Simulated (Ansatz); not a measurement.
aniline (C$_{6}$H$_{7}$N), singlet, geometry from GFN2-xTB; PBE/3-21G (Ansatz, a first-principles code).

Here is a job for Ansatz.
Ansatz 0.2 input:
```yaml
crystal:
  periodic: [false, false, false]
  atoms:
    - {symbol: N, position_ang: [2.26898850, -0.34589154, 0.26581677]}
    - {symbol: C, position_ang: [0.91756321, -0.12718200, 0.07978234]}
    - {symbol: C, position_ang: [0.32384857, 1.05784892, 0.51488921]}
    - {symbol: C, position_ang: [-1.03918263, 1.24264988, 0.39414758]}
    - {symbol: C, position_ang: [-1.83576132, 0.25579586, -0.16255361]}
    - {symbol: C, position_ang: [-1.25309513, -0.92291663, -0.59783701]}
    - {symbol: C, position_ang: [0.10910245, -1.11615687, -0.48096117]}
    - {symbol: H, position_ang: [2.68780582, -1.05943881, -0.30846466]}
    - {symbol: H, position_ang: [2.83930297, 0.47425910, 0.39407885]}
    - {symbol: H, position_ang: [0.94292242, 1.83040004, 0.94949780]}
    - {symbol: H, position_ang: [-1.48309267, 2.16698132, 0.73495964]}
    - {symbol: H, position_ang: [-2.90066566, 0.40457570, -0.25771264]}
    - {symbol: H, position_ang: [-1.86492136, -1.69850304, -1.03570909]}
    - {symbol: H, position_ang: [0.56087799, -2.03726852, -0.82217146]}
basis:
  gaussian:
    orbitals: 3-21G.json
hamiltonian:
  xc: pbe
```
The basis file holds 3-21G in the JSON format of the Basis Set Exchange.

Task: Write the output that Ansatz gives for this input, abridged.

Result: 
```
Functional definition: PBE
1050 factors; integrals over basis functions are off by at most 9.2e-4 eV
mean field evaluation 1: about -7764.1038 eV, gradient 6.2e1 eV
mean field evaluation 2: about -7760.2028 eV, gradient 7.3e1 eV
mean field evaluation 4: about -7772.8394 eV, gradient 6.2e0 eV
mean field evaluation 8: about -7772.8710 eV, gradient 1.0e-1 eV
mean field evaluation 16: about -7772.8710 eV, gradient 3.3e-5 eV
mean field -7772.87101850 eV, -285.6477412887 hartree, gradient 3.3e-5 eV, S^2 0.000000; 0 other end points of the search recorded, 0 dependent functions left out
reference -7772.87104482 eV, -285.6477422561 hartree; 25, 25 occupied and 52, 52 virtual orbitals, 1050 factors
Total energy: -7772.87104482 eV, -285.6477422561 hartree
```
